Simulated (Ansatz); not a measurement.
Cost and result for the atomization energy of `BBB[SeH]` (9 atoms, 8 bonds).

Z-matrix (Å, degrees):
```
B
B 1 1.624
H 1 1.199 2 122.9
H 1 1.201 2 120.5 3 179.6
B 2 1.646 1 125.1 3 -87.7
H 2 1.206 1 117.8 3 90.6
Se 5 1.914 2 122.4 1 -87.2
H 5 1.196 2 120.2 1 92.2
H 7 1.470 5 97.5 2 -179.2
```

Charge 0, multiplicity 1. Correlated methods include outer-core shells of Se, which these sets cover unevenly. Scalar relativity is left out up to krypton. The geometry is a stationary point of PBE0-D4/def2-TZVP. It is one conformer, not always the lowest. Program: Ansatz. All runs use 2 threads of an Arm Neoverse V1 on a shared host. Times are those of one run each, without the atoms' runs, and a repeat can differ threefold. Electronic energies, without spin–orbit coupling; frozen cores. CCSD(T)/CBS adds CCSD(T) − MP2 in def2-TZVPP to the MP2 limit, and its time is that of the two runs behind it. T1 = 0.014. With those shells the extrapolation isn't a true limit. HSE06 is the plane-wave form, built on full-range PBE exchange.

CCSD(T)/CBS is a level of theory with its own doubt, some kJ/mol a heavy atom from the limit and from the frozen cores, so smaller differences don't rank the functionals.

| level | functions | wall time |
| --- | --- | --- |
| revPBE-D4/def2-TZVPP | 211 | 2.8 s |
| PBE-D4/def2-TZVPP (with forces) | 211 | 3.5 s |
| PBE0-D4/def2-TZVPP | 211 | 3.9 s |
| HSE06-D4/def2-TZVPP | 211 | 4.3 s |
| CAM-B3LYP-D4/def2-TZVPP | 211 | 4.7 s |
| r2SCAN-D4/def2-TZVPP (with forces) | 211 | 6 s |
| r2SCANh-D4/def2-TZVPP | 211 | 6.5 s |
| CCSD(T)/def2-SVP | 99 | 7 s |
| B97M-V/def2-TZVPP | 211 | 14 s |
| ωB97M-V/def2-TZVPP (with forces) | 211 | 16 s |
| MP2/def2-QZVPP | 410 | 27 s |
| CCSD(T)/def2-TZVPP | 211 | 2.2 min |
| CCSD(T)/CBS(def2) | – | 2.6 min |

Problem. What atomization energy does each give, and how far from CCSD(T)/CBS? (Best estimate.)

Solution. The calculation gave: 
| level | atomization (kJ/mol) | difference from CCSD(T)/CBS | per bond |
| --- | --- | --- | --- |
| revPBE-D4/def2-TZVPP | 2917.2 | 19.0 | 2.4 |
| PBE-D4/def2-TZVPP (with forces) | 2981.9 | 83.7 | 10.5 |
| PBE0-D4/def2-TZVPP | 2952.8 | 54.6 | 6.8 |
| HSE06-D4/def2-TZVPP | 2954.0 | 55.8 | 7.0 |
| CAM-B3LYP-D4/def2-TZVPP | 2948.6 | 50.4 | 6.3 |
| r2SCAN-D4/def2-TZVPP (with forces) | 2974.6 | 76.4 | 9.5 |
| r2SCANh-D4/def2-TZVPP | 2960.0 | 61.8 | 7.7 |
| CCSD(T)/def2-SVP | 2773.7 | -124.5 | -15.6 |
| B97M-V/def2-TZVPP | 2972.9 | 74.7 | 9.3 |
| ωB97M-V/def2-TZVPP (with forces) | 2930.4 | 32.2 | 4.0 |
| MP2/def2-QZVPP | 2904.8 | 6.6 | 0.8 |
| CCSD(T)/def2-TZVPP | 2838.0 | -60.2 | -7.5 |
| CCSD(T)/CBS(def2) | 2898.2 | 0.0 | 0.0 |

In def2-TZVPP, CCSD(T) changes the Hartree–Fock value by +556.0 kJ/mol (the triples alone add +34.5 kJ/mol) and MP2 by +588.1 kJ/mol; breaking electron pairs costs correlation energy, which Hartree–Fock lacks. From PBE to PBE0 (25 % exact exchange), in def2-TZVPP and without D4, the atomization energy moves by −26.7 kJ/mol: exact exchange takes away binding that semilocal exchange gives to molecules. The D4 term adds +26.3 kJ/mol with B3LYP and +13.8 kJ/mol with PBE0; it sums over pairs of atoms, weighted by their polarisabilities, and B3LYP, whose exchange is more repulsive, gets the larger term.

B3LYP here is the variant with VWN-RPA as its local correlation; programs differ in this.
